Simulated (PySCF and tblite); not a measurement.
Values are calculated unless marked as measured or tabulated.
C6H9F3O, numbered as in [F:1][C:2]([F:3])([F:4])[CH:5]1[CH2:6][CH2:7][O:8][CH2:9][CH2:10]1.

Free energies: PBE0-D3(BJ)/pcSseg-1 on GFN2-xTB structures plus GFN2-xTB thermal terms, symmetry and mirror images included. Conformers within 2.5 kcal/mol (GFN2-xTB free energy) were kept, 4 at most. Programs: PySCF with density fitting and tblite.

The 6-ring runs over atoms 5–6–7–8–9–10.

```csv
conformer,shape,symmetry,E(GFN2) kcal/mol
1,6-ring chair (C2 axial),Cs,1.86
2,6-ring chair (all substituents equatorial),Cs,0.00
```

Which of these conformers is the most populated at 298.15 K, and with what share?

Conformer 2, about 97 %.

Give the DFT energies and free energies relative to the lowest, and all weights.


```csv
conformer,shape,E(DFT) kcal/mol,G(298.15 K) kcal/mol,weight %
1,6-ring chair (C2 axial),1.70,2.16,2.5
2,6-ring chair (all substituents equatorial),0.00,0.00,97.5
```

How does its share change from 250 K to 350 K?

From 99 % to 96 %; the mixing entropy goes from 0.14 to 0.34 cal/(mol K).


Conformer gaps in pcSseg-1 on xTB geometries can be 2 kcal/mol off for S=O, P=O and other polar bonds.